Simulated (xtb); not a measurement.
Al(Me)(H) (CH4Al), SMILES [CH3][AlH+], charge +1. All values are semi-empirical tight-binding results from xtb (GFN2-xTB unless named), good for trends rather than for accurate numbers. Coordinates come from a GFN2-xTB optimisation. The spin state was assumed, not searched. The isomer is the one that the SMILES or the coordinates give; other isomers of the formula were not compared.

Optimised geometry:

Bonded distances (Å): Al1–C2 1.940, Al1–H6 1.546, C2–H3 1.103, C2–H4 1.103, C2–H5 1.103. Bond angles (°): C2–Al1–H6 180.0, Al1–C2–H3 110.4, Al1–C2–H4 110.4, Al1–C2–H5 110.4, H3–C2–H4 108.5, H3–C2–H5 108.5, H4–C2–H5 108.5.
Charge +1, spin multiplicity 1.

For metal compounds this method's bond lengths and energies can be far off.

Computed properties:
```json
{
  "point_group_as_xtb_finds_it": "C3v",
  "orbital_gap": "3.30 eV",
  "zero_point_energy": "24.6 kcal/mol",
  "G − E(el) at 298.15 K (modified RRHO)": "10.3 kcal/mol"
}
```

**Question.** Give the atomic charges and the Wiberg bond orders between heavy atoms. (The exact figures need the calculation; the answer reports its results.)

**Answer.** charges (e) Al1 0.54, C2 -0.22, H3 0.20, H4 0.20, H5 0.20, H6 0.09. Bond orders Al1–C2 1.40.
